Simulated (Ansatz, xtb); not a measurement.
**Two isomers of C4H4ClF3O**

Structure I is `FC(F)(F)C1(Cl)COC1`, a singlet and structure II is `FC(F)(F)[C@@H]1OC[C@@H]1Cl`, a singlet. Both are isolated molecules in the gas phase, relaxed with PBE0-D3(BJ)/def2-SVP.

Quicker runs give these differences E(II) − E(I): GFN2-xTB +3.76 kJ/mol; HF/STO-3G −2.64 kJ/mol (at GFN2-xTB geometries); r2SCAN-D4/def2-SVP −2.00 kJ/mol (at GFN2-xTB geometries).

Q: Which of the two would you expect CCSD(T)/def2-SVP + ΔMP2/def2-TZVPP electronic energies to favour?

A: CCSD(T)/def2-SVP + ΔMP2/def2-TZVPP gives E(II) − E(I) = −2.40 kJ/mol, slightly favouring structure II, which is too small a margin to settle the true order.

Level by level:

```
                             level              geometry  E(II) − E(I) (kJ/mol)  departure from the last row (kJ/mol)  job, with rough time for the two
                          GFN2-xTB              GFN2-xTB                   +3.76                                 +6.15              optimisation, 0.56 s
                         HF/STO-3G              GFN2-xTB                   −2.64                                 −0.24               single point, 2.3 s
                r2SCAN-D4/def2-SVP              GFN2-xTB                   −2.00                                 +0.40                single point, 12 s
              PBE0-D3(BJ)/def2-SVP  PBE0-D3(BJ)/def2-SVP                   −3.35                                 −0.96             optimisation, 3.2 min
                       HF/def2-SVP  PBE0-D3(BJ)/def2-SVP                   −6.27                                 −3.88           part of the CCSD(T) run
                      MP2/def2-SVP  PBE0-D3(BJ)/def2-SVP                   −0.60                                 +1.80           part of the CCSD(T) run
                  CCSD(T)/def2-SVP  PBE0-D3(BJ)/def2-SVP                   −1.22                                 +1.18                      single point
CCSD(T)/def2-SVP + ΔMP2/def2-TZVPP  PBE0-D3(BJ)/def2-SVP                   −2.40                                                   single point, 6.6 min
```

As drawn, both hold the same kinds of bond in the same numbers.

The largest departure from CCSD(T)/def2-SVP + ΔMP2/def2-TZVPP is that of GFN2-xTB, 6.15 kJ/mol. The last row adds to CCSD(T) the change of the MP2 difference between the two basis sets, here −1.18 kJ/mol.

With thermal terms from frequencies at re-optimised GFN2-xTB minima (ideal gas, soft modes damped towards free rotors, one conformer each, 298.15 K, 1 atm): on the last row, ΔE + ΔZPE = −1.38, ΔH = −1.86, ΔG = −1.46 kJ/mol.

The correlated steps freeze 13 core orbitals. Mirror images aren't counted in ΔG. Programs: Ansatz 0.2.0, xtb 6.7.1; the last row on 2 threads of Intel(R) Xeon(R) Processor @ 2.50GHz (Skylake/Cascade Lake) on a shared host.
